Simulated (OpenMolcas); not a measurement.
Ti2+ (d2) among equal point charges was computed by CASSCF with the d shell active (OpenMolcas, ANO-RCC-VDZP on the metal). Its lowest spin-free states, and all those of the highest spin:

```csv
2S+1,Degeneracy,E (cm-1)
3,2,0.0
3,1,677.6
1,1,9188
1,2,9329
1,1,10083
1,1,10238
3,2,16752
3,1,17220
1,1,20752
3,1,25528
3,2,27499
1,2,28548
3,1,39559
```

Task: Is the site octahedral, tetrahedral or cube-like, axial, or of lower symmetry?

Result: The states with 2S+1 = 3 have orbital degeneracies 2, 1, 2, 1, 1, 2, 1. There are pairs but no triples, so the site is axial: not cubic, but with a proper or improper axis of order three or more. The run had Ti2+ among 6 point charges of -1.76 e arranged as a tetragonal octahedron (D4h), 1.8 Å from the ion, with the axial distance 1.764 Å. The active orbitals were held to one l.

An orbital doublet at a regular site is open to a Jahn-Teller distortion, which this geometry leaves out. Without dynamic correlation the repulsion within the d shell is too large (B by tens of per cent), so at a given field states of lower spin stand too high. This is an electrostatic model: the charges have no orbitals. No measured value stands beside these numbers.
